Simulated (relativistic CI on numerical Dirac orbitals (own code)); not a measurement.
**What each ingredient does to the levels of Hg²¹⁺**

Base calculation: Dirac-Coulomb-Breit CI, separate exchange-only KLI orbitals for each configuration, a model potential for QED, unscaled Slater integrals.

Configurations in the expansion (outside the closed core [Ar] 3d10 4p6): 4s2 4d10 4f13, 4s2 4d10 4f12 5s, 4s2 4d10 4f11 5s2, 4s2 4d10 4f12 5p, 4s2 4d10 4f11 5s 5p, 4s2 4d10 4f11 5p2, 4s2 4d9 4f14, 4s2 4d10 4f11 5s 5d, 4s2 4d10 4f12 5d, 4s2 4d9 4f12 5s2, 4s2 4d10 4f12 6s, 4s2 4d9 4f13 5s, 4s2 4d10 4f12 5g, 4s2 4d10 4f12 6d, 4s2 4d9 4f13 5p, 4s 4d10 4f14. Levels of other configurations are missing.

The lowest level and the first level of each name with at least 55 % of one term (blank where a level has no safe partner in the second run):

| Level | Base (cm⁻¹) | Shift (cm⁻¹) |
| --- | --- | --- |
| 4s2 4d10 4f13 2F°_7/2 | 0 | 0 |
| 4s2 4d10 4f13 2F°_5/2 | 34312 | -133 |
| 4s2 4d10 4f12 5s 4H_13/2 | 268284 | -3599 |
| 4s2 4d10 4f12 5s 4F_9/2 | 281525 | -3590 |
| 4s2 4d10 4f12 5s 4H_9/2 | 304111 | -3729 |
| 4s2 4d10 4f12 5s 4F_3/2 | 310540 | -3640 |
| 4s2 4d10 4f12 5s 4F_5/2 | 311193 | -3651 |
| 4s2 4d10 4f12 5s 2F_7/2 | 322558 | -3721 |
| 4s2 4d10 4f12 5s 4P_1/2 | 358470 | -3658 |
| 4s2 4d10 4f12 5s 2I_13/2 | 361124 | -3712 |
| 4s2 4d10 4f12 5s 2I_11/2 | 361297 | -3713 |
| 4s2 4d10 4f12 5s 4P_3/2 | 367775 | -3734 |
| 4s2 4d10 4f12 5s 2P_1/2 | 379597 | -3695 |
| 4s2 4d10 4f12 5s 2P_3/2 | 387579 | -3788 |
| 4s2 4d10 4f12 5s 2S_1/2 | 462261 | -3800 |
| 4s2 4d10 4f11 5s2 4I°_15/2 | 600074 | -7319 |
| 4s2 4d10 4f11 5s2 4I°_13/2 | 630165 | -7444 |
| 4s2 4d10 4f12 5p 4G°_11/2 | 638503 | -534 |
| 4s2 4d10 4f11 5s2 4F°_7/2 | 663368 | -7436 |
| 4s2 4d10 4f11 5s2 2K°_15/2 | 672899 | -7426 |
| 4s2 4d10 4f11 5s2 2K°_13/2 | 691828 | -7464 |
| 4s2 4d10 4f11 5s2 2P°_1/2 | 692175 | -7440 |

At this charge transitions that keep the count of f electrons are usually good to a few per cent. Terms inside the open d or f shell come out 10 to 20 % too wide with unscaled integrals. Levels that differ in their count of f electrons can be misplaced by several ten thousand cm⁻¹, since the correlation energy of f electrons is missing or only estimated; rates across such gaps can be off by orders of magnitude.

Q: One thing was changed in a second run, which moved the levels as shown. Which?
A. configuration mixing switched off
B. P86 correlation estimate
C. Breit term removed
D. QED terms removed

A: D. QED terms removed. QED shifts follow the density of s (and p1/2) electrons at the nucleus, so configurations move by their count of such electrons; where none moves, the smaller shifts of p3/2 electrons and of j = l + 1/2 against j = l − 1/2 set the pattern.

LS names give the leading component of a level, which can be under half, so a name can repeat, a term be missing and a line seem to break the LS rules.
